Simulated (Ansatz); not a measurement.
Basis sets compared for Li₉O₅. The state is a doublet with charge 0. Geometry PBE-D4/def2-SVP. Ansatz on 4 threads of Arm Neoverse V2 on a shared host; times are rough, and most runs start from earlier orbitals.

Cartesian coordinates in Å:
```
Li -0.149 -0.403 0.146
Li 1.332 0.810 -1.602
Li -1.972 0.657 1.105
Li 0.751 -2.212 -0.699
Li 2.643 3.557 -1.022
Li 0.166 -0.931 2.248
Li -1.787 -2.204 0.604
Li 0.843 1.882 0.863
Li -1.396 -0.604 -1.796
O 0.374 -0.702 -1.635
O 1.743 2.247 -0.631
O -0.277 0.724 1.645
O -0.046 -2.193 0.944
O -2.225 -0.629 -0.168
```

At PBE-D4/def2-SVP, PBE-D4/def2-TZVP the gap within one spin of the charge 0 doublet nearly closes, so an electron or hole may be smeared out by delocalisation error. Another isomer (doublet) lies 0.64 eV lower at PBE0-D4/def2-TZVP; other spin states weren't run for this one.

Binding counts from free atoms (Li doublet, O triplet) in the same basis, without a counterpoise term.

| level | functions | energy (Eh) | HOMO (eV) | LUMO (eV) | binding per atom (eV) | wall time |
| --- | --- | --- | --- | --- | --- | --- |
| PBE-D4/def2-SVP | 151 | -443.4382 | -3.51 | -3.48 | 3.46 | 8 s |
| PBE0-D4/def2-SVP | 151 | -443.4262 | -4.50 | -2.86 | 3.24 | 9 s |

Question: Estimate the rows for PBE-D4/def2-TZVP (with forces), PBE0-D4/def2-TZVP.

Answer: 
```tsv
level	functions	energy (Eh)	HOMO (eV)	LUMO (eV)	binding per atom (eV)	wall time
PBE-D4/def2-TZVP (with forces)	281	-443.9148	-3.61	-3.59	3.32	12 s
PBE0-D4/def2-TZVP	281	-443.8994	-4.58	-2.96	3.12	24 s
```
